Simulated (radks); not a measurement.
Question: The tin ion Sn2+, 48 electrons, occupied as [Ar] 3d10 4s2 4p4 4d10 5s2 6s2 (not the ground configuration). Method: Dirac Kohn-Sham, PBE, spin-unpolarised, spherical densities, point nucleus; open shells fill j = l - 1/2 first; computed with a radial shooting solver on a logarithmic mesh with Libxc functionals.

Spin-orbit splittings of the eigenvalues, e(l+1/2) - e(l-1/2), with zeta = 2 splitting/(2l+1) and mean radii in bohr:

| shell | occ. | splitting (eV) | zeta (eV) | <r> j=l-1/2 | <r> j=l+1/2 |
|---|---|---|---|---|---|
| 2p | 6 | 230.7 | 153.8 | 0.1058 | 0.1112 |
| 3p | 6 | 42.17 | 28.11 | 0.3297 | 0.3408 |
| 3d | 10 | 8.709 | 3.484 | 0.3122 | 0.3158 |
| 4p | 4 | 7.939 | 5.293 | 0.8483 | 0.8753 |
| 4d | 10 | ? | ? | 1.012 | 1.023 |
| 5p | 0 | 1.130 | 0.7533 | 2.236 | 2.306 |
| 5d | 0 | 0.1123 | 0.04492 | 3.267 | 3.292 |

Estimate the 4d splitting.

Answer: 1.203 eV (zeta = 0.4812 eV).
